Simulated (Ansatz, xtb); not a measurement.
# Relative energy of two isomers of CH8AlFN2

Structure I: `C[NH2+][Al@H-]([NH2])[F]`, a singlet. Structure II: `C[NH][Al@H-]([NH3+])[F]`, a singlet. Both are isolated molecules in the gas phase, relaxed with PBE0-D3(BJ)/def2-SVP; the shapes shown needn't be the lowest conformers.

I (Å):

```xyz
13

C    -0.1547   -1.8935    2.4724
Al    0.5079   -0.5431   -0.0789
F     1.0657    1.0561   -0.0715
N     0.0517   -0.5521    1.9175
N     1.7832   -1.8152   -0.1826
H    -0.2801   -1.8872    3.5657
H     0.7080   -2.5098    2.1847
H    -1.0494   -2.3346    2.0114
H     0.8373   -0.0840    2.3741
H    -0.7595    0.0471    2.0792
H    -0.9151   -0.8385   -0.7432
H     1.6711   -2.6365   -0.7676
H     2.7728   -1.5966   -0.1246
```

II (Å):

```xyz
13

C     1.4145    1.0927   -0.8797
Al    1.2240   -1.1463    0.9694
F     1.2525   -1.2850    2.6586
N     0.9242    0.5174    0.3474
N    -0.6164   -2.0653    0.8324
H     0.6205    1.5616   -1.4958
H     2.1953    1.8649   -0.7303
H     1.8726    0.3112   -1.5089
H     0.5815    1.2287    0.9862
H     2.1585   -2.1099    0.1071
H    -0.6406   -2.8885    0.2304
H    -1.2919   -1.3871    0.4777
H    -0.8987   -2.3441    1.7735
```

**Question.** Estimate E(II) − E(I) at the level CCSD(T)/def2-SVP + ΔMP2/def2-TZVPP.

**Answer.** Calculated at CCSD(T)/def2-SVP + ΔMP2/def2-TZVPP: E(II) − E(I) = +4.2 kcal/mol, so structure I lies lower.

The same difference at several levels:

| level | geometry | E(II) − E(I) (kcal/mol) | departure from the last row (kcal/mol) | job, with rough time for the two |
| --- | --- | --- | --- | --- |
| GFN2-xTB | GFN2-xTB | +4.3 | +0.1 | optimisation, 0.39 s |
| HF/STO-3G | GFN2-xTB | −0.1 | −4.2 | single point, 0.72 s |
| r2SCAN-D4/def2-SVP | GFN2-xTB | +3.2 | −1.0 | single point, 5.5 s |
| PBE0-D3(BJ)/def2-SVP | PBE0-D3(BJ)/def2-SVP | +2.9 | −1.2 | optimisation, 2 min |
| HF/def2-SVP | PBE0-D3(BJ)/def2-SVP | +2.8 | −1.3 | part of the CCSD(T) run |
| MP2/def2-SVP | PBE0-D3(BJ)/def2-SVP | +3.1 | −1.1 | part of the CCSD(T) run |
| CCSD(T)/def2-SVP | PBE0-D3(BJ)/def2-SVP | +3.0 | −1.1 | single point |
| CCSD(T)/def2-SVP + ΔMP2/def2-TZVPP | PBE0-D3(BJ)/def2-SVP | +4.2 |  | single point, 47 s |

As drawn, both hold the same kinds of bond in the same numbers.

HF/STO-3G finds them nearly level. The largest departure from CCSD(T)/def2-SVP + ΔMP2/def2-TZVPP is that of HF/STO-3G, 4.2 kcal/mol. The last row adds to CCSD(T) the change of the MP2 difference between the two basis sets, here +1.1 kcal/mol.

With harmonic frequencies from PBE0-D3(BJ)/def2-SVP (ideal gas, rigid rotor, one conformer each, 400 K, 1 atm): on the last row, ΔE + ΔZPE = +3.7 kcal/mol. A mode under 50 cm⁻¹ makes harmonic enthalpies and free energies unreliable, so none is given.

The correlated steps freeze 9 core orbitals. Programs: Ansatz 0.2.0, xtb 6.7.1; the last row on 2 threads of Arm Neoverse V1 on a shared host.
